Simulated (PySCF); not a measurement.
## Working out the ionisation energy of As+

As+ [Ar] 3d10 4s2 4p2 (3P) → As(2+) [Ar] 3d10 4s2 4p1 (2P). Calculation: PySCF 2.14, in def2-SVP (5s4p3d, 32 functions); no relativity, point nucleus. Frozen: [Ar] 3d10. Energies in hartree (1 hartree = 27.21139 eV):

| part | As+ (lower) | As(2+) (upper) |
| --- | --- | --- |
| UHF | -2233.569160 | -2232.907406 |
| CCSD correlation | -0.061021 | -0.050625 |
| (T) | -0.000776 | -0.000480 |

Task: What does Hartree-Fock give?

Result: (-2232.907406) − (-2233.569160) = 0.661754 hartree = 18.007 eV.

Task: What do CCSD and CCSD(T) give?

Result: The CCSD correlation energies differ by 0.010396 hartree = 0.283 eV and the triples by 0.000296 hartree = 0.008 eV, so CCSD gives 18.290 eV and CCSD(T) 18.298 eV.

Reference: 18.589 eV (measured; NIST Atomic Spectra Database, ionization energies), between the lowest levels; spin-orbit coupling is absent from the calculation.

The calculation is non-relativistic.

A double-zeta basis recovers only part of the correlation energy.

What remains against the reference includes basis incompleteness, the frozen core and higher excitations.
